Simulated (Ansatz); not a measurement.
cyclo-(H2SiO)2 (Si2O2H4). Charge 0, multiplicity 1. Geometry relaxed at PBE0-D4/def2-SVP.

Cartesian coordinates in Å:
```
Si 0.1299 1.0974 0.4799
H -0.5041 1.5407 1.7488
H 0.9452 2.1859 -0.1193
O -0.9555 0.3799 -0.6100
Si -0.1299 -1.0974 -0.4799
H 0.5041 -1.5406 -1.7488
H -0.9452 -2.1859 0.1193
O 0.9554 -0.3799 0.6101
```

Estimate the harmonic wavenumbers at RKS PBE0-D4/def2-SVP (Ansatz, unscaled). Is this a minimum?

218, 555, 592, 600, 660, 679, 729, 741, 850, 866, 872, 994, 996, 1029, 2270, 2277, 2281, 2282 cm⁻¹. Yes, no mode is imaginary beyond noise. Zero-point energy 116.6 kJ/mol. It took 15 s on 4 threads of Arm Neoverse V2 on a shared host.
